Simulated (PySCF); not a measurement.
**Unknowns**

[PySCF 2.14: shielding tensors at PBE0/pcSseg-1 (GIAO); structure optimised with GFN2-xTB; no relativistic terms; rapidly exchanging positions averaged; gas phase; single conformer]

Scale: 1H (31.72 ppm), 13C (186.93 ppm) against TMS (reference shieldings calculated alike). Splittings of carbon signals by F and P are missing where no couplings were computed. Where no couplings were computed, multiplicities follow the n + 1 count of equivalent neighbours, and m marks all less simple cases (inequivalent or close neighbours, rings, F or P nearby). Shifts are as computed. Against solution values, carbons near 30 ppm lie about +3 ppm off and those near 130 ppm about +5 ppm. Of 1211 compounds with measured shifts, 218 miss one by over three times the rms of a fit or turn the order of signals round; such compounds aren't used in these exercises.

Problem. C₆H₉NP₂. 1H NMR (300 MHz, computed): δ 5.83 (m, 1H), 5.64 (m, 1H), 5.46 (m, 1H), 4.16 (m, 2H), 3.22 (m, 2H), 2.74 (m, 2H). 13C{1H} NMR (computed): δ 142.7 (CH), 125.3 (CH2), 123.3 (C), 49.1 (CH2), 37.2 (CH2), 18.6 (CH2). Identify the compound.

Solution. `C=CC/P=P/CCC#N`. 6 carbon signals for 6 carbons: no two carbons are equivalent. Carbon types of the structure: 1 × C, 1 × CH, 4 × CH2, which accounts for all hydrogens. δC 142.7: alkene CH; the olefinic region. δC 125.3: terminal =CH2 carbon; as expected for a trigonal carbon in a double bond. δC 123.3: nitrile carbon; C≡N carbons fall here, among the sp2 signals but without a proton. δH 5.83: hydrogen on an alkene CH; olefinic region.

The data come from this structure; uniqueness wasn't tested.

Problem. C₆H₇FP₂. 1H NMR (600 MHz, computed): δ 9.27 (m, 1H), 8.16 (m, 1H), 3.16 (m, 2H), 1.34 (t, 3H). 13C{1H} NMR (computed): δ 256.2 (C), 191.5 (C), 165.2 (CH), 137.1 (CH), 40.3 (CH2), 26.5 (CH3). Identify the compound.

Solution. `CCc1ccpc(F)p1`. 6 carbon signals for 6 carbons: no two carbons are equivalent. Carbon types of the structure: 2 × C, 2 × CH, 1 × CH2, 1 × CH3, which accounts for all hydrogens. δC 256.2: aromatic carbon bearing fluorine; an ipso carbon deshielded by its heteroatom. δC 191.5: substituted aromatic carbon. δC 165.2, 137.1: aromatic CH. δH 9.27, 8.16: hydrogen on an aromatic CH; ring-current deshielding.

This is the structure that produced the data.
